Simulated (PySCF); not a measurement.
NMR data simulated for an unnamed compound:

¹H NMR (500 MHz, computed): δ 7.33 (dd, J = 9.1, 8.2 Hz, 2H), 6.91 (t, J = 8.2 Hz, 1H), 6.87 (d, J = 9.1 Hz, 2H), 5.79 (br s, 1H), 3.46 (br s, 1H).

¹³C{¹H} NMR (computed): δ 155.0 (C), 134.7 (CH), 124.6 (CH), 114.8 (CH).

No relativistic terms, a single conformation, in vacuum, rapidly exchanging positions averaged. Shieldings: GIAO PBE0/pcSseg-1; geometry: PBE0-D3(BJ)/def2-SVP; J couplings at B3LYP/pcJ-1 (spin–dipole term only in couplings to heteroatoms); PySCF 2.14.0 with density-fitted response routines.

Scale: TMS for ¹H (σ = 31.27 ppm) and ¹³C (σ = 184.41 ppm) (reference shieldings calculated alike).

Question: Which of these does the molecule contain: an NH or NH2 group, a Si–CH3 group, a methoxy group, an OH group, a heteroaromatic ring, a benzene ring?

Answer: 
- An NH or NH2 group: yes (δH 5.79 (br s)).
- A Si–CH3 group: no.
- A methoxy group: no.
- An OH group: yes (δH 3.46 (br s)).
- A heteroaromatic ring: no.
- A benzene ring: yes.

The data belong to SMILES ONc1ccccc1, C6H7NO; they needn't prove each group on their own.

Carbon signals by region: 4 in the sp2 and nitrile region (100–160 ppm).

OH/NH shifts are gas-phase values; hydrogen bonding in solution moves them, usually downfield. Multiplet labels drop couplings under 1 Hz and merge nearly equal ones. Couplings among chemically equivalent protons are left out too, so labels in AA′BB′ or AA′XX′ sets are apparent multiplicities. Unscaled 3J(H,H) at this level run about 9 % above measured values. Shifts are as computed. Against solution values, carbons near 30 ppm lie about +2 ppm off and those near 130 ppm about +4 ppm. Of 246 compounds with measured shifts, 49 miss one by over three times the rms of a fit or turn the order of signals round; such compounds aren't used in these exercises.
